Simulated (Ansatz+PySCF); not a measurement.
The numbers below are computed, except where a source is named.
**Several solutions for quartet TiH**

```xyz
2

Ti    0.0000    0.0000    0.0000
H     0.0000    0.0000    1.8502
```

Basis set: def2-SVP (spherical functions). Charge 0, multiplicity 4.

PBE0 (restricted open-shell) was run from several starts with Ansatz (development build ahead of 0.2.0) and PySCF 2.14.0.

| run | program | start | converged | energy (hartree) | <S²> |
| --- | --- | --- | --- | --- | --- |
| A | Ansatz | atomic start, no search | yes | -849.60615 | 3.75 |
| B | Ansatz | stability test followed | yes | -849.62499 | 3.75 |
| C | Ansatz | search for the lowest state | yes | -849.62499 | 3.75 |
| D | PySCF | program defaults | yes | -849.60614 | 3.75 |

Problem. Which runs reached the lowest solution of this kind, and what is wrong with the others?

Solution. B, C reached the lowest solution found. Converged but too high: A by 0.51 eV, D by 0.51 eV. Convergence only shows a stationary point, and even a stable one can lie too high; stability tests and further starts are what find lower ones.
